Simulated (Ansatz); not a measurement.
Cartesian coordinates in Å:
```
C -0.1345 1.7229 0.8189
C 0.3482 0.9878 -0.4293
Si -0.2576 -0.7583 -0.5510
N 0.1300 -1.8319 0.7155
O 0.3075 -1.3340 -1.9725
F -1.8595 -0.7281 -0.5288
H -1.2251 1.7806 0.8491
H 0.1911 1.2152 1.7308
H 0.2504 2.7447 0.8572
H 1.4433 0.9672 -0.4641
H 0.0328 1.5172 -1.3349
H 1.0796 -2.0783 0.9373
H -0.4809 -1.9355 1.5081
H 0.1748 -2.2696 -2.1363
```

Total charge 0; spin multiplicity 1.

**Question.** List the ωB97M-V/def2-TZVPP orbital energies in eV (the Gaussian-basis code of Ansatz). (An estimate is asked.)

**Answer.** Computed: Occupied: -1807.68, -676.91, -526.01, -394.07, -281.19, -280.93, -148.56, -102.74, -102.69, -102.63, -35.51, -30.83, -26.51, -23.89, -20.12, -18.02, -16.86, -16.22, -15.60, -15.17, -14.73, -14.26, -13.84, -12.91, -12.71, -12.24, -11.94, -11.19, -9.99. Lowest empty: 2.06, 2.88, 3.33, 3.54, 4.18, 4.36, 4.61, 4.75.
